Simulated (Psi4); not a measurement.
Interaction energy of Br2 ··· H3O+ (SMILES BrBr and [OH3+]) (charge +1), singlet. Monomers: optimised at B3LYP-D3(BJ) (def2-TZVP), held rigid. Orientation: a random orientation, not optimised. R is the distance of the centres of mass, along which the second monomer moves.

Geometry at R = 4.89 Å (first 2 atoms: monomer A):
```
6

Br     1.1579     0.0000     0.0000
Br    -1.1579     0.0000     0.0000
O      4.8805    -0.2948    -0.4358
H      4.3691    -0.9755     0.0518
H      5.5817     0.1275     0.1052
H      4.3153     0.3498    -0.9130
```

Computed with SAPT0/jun-cc-pVDZ, frozen core (Psi4).

Components in kcal/mol:

| R / Å | electrostatics | exchange | induction | dispersion | total |
|---|---|---|---|---|---|
| 4.25 | 7.04 | 3.47 | -8.32 | -1.24 | 0.95 |
| 4.52 | 5.95 | 1.28 | -6.18 | -0.73 | 0.33 |
| 4.70 | 5.27 | 0.66 | -5.10 | -0.52 | 0.31 |
| 4.89 | 4.64 | 0.32 | -4.19 | -0.37 | 0.40 |
| 5.05 | 4.17 | 0.18 | -3.57 | -0.28 | 0.49 |
| 5.26 | 3.63 | 0.08 | -2.92 | -0.20 | 0.59 |
| 5.61 | 2.92 | 0.02 | -2.14 | -0.12 | 0.68 |
| 5.86 | 2.52 | 0.01 | -1.74 | -0.09 | 0.70 |
| 6.38 | 1.88 | 0.00 | -1.17 | -0.05 | 0.67 |
| 7.09 | 1.31 | 0.00 | -0.73 | -0.02 | 0.57 |
| 8.12 | 0.83 | 0.00 | -0.40 | -0.01 | 0.42 |
| 9.37 | 0.52 | 0.00 | -0.22 | 0.00 | 0.30 |
